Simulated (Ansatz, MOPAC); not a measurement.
Molecule: H₅S, net charge -1, singlet state. SMILES: [H][S@OH16-]([H])([H])([H])[H]

Atoms: S1, H2, H3, H4, H5, H6. Bonds: S1-H2.

Bond lengths (Å) and angles (degrees) optimised at PM6 with MOPAC; MNDO with MOPAC; PBE/6-31G* with Ansatz (a quantum-chemistry and plane-wave program); B3LYP/6-31G* with Ansatz, each started from the B3LYP-D3(BJ)/def2-TZVP structure (Ansatz) of the last column. A row stands for all coordinates that are equal there. 6-31G* holds six Cartesian d functions. No wavenumbers were computed at MNDO, PBE/6-31G*, so these may be saddle points.

```tsv
coordinate	PM6	MNDO	PBE/6-31G*	B3LYP/6-31G*	B3LYP-D3(BJ)/def2-TZVP
S1-H2	1.372	1.332	1.341	1.330	1.317
```

Mean signed difference of all 1 bond lengths from B3LYP-D3(BJ)/def2-TZVP: PM6 0.055 Å, MNDO 0.015 Å, PBE/6-31G* 0.024 Å, B3LYP/6-31G* 0.013 Å.
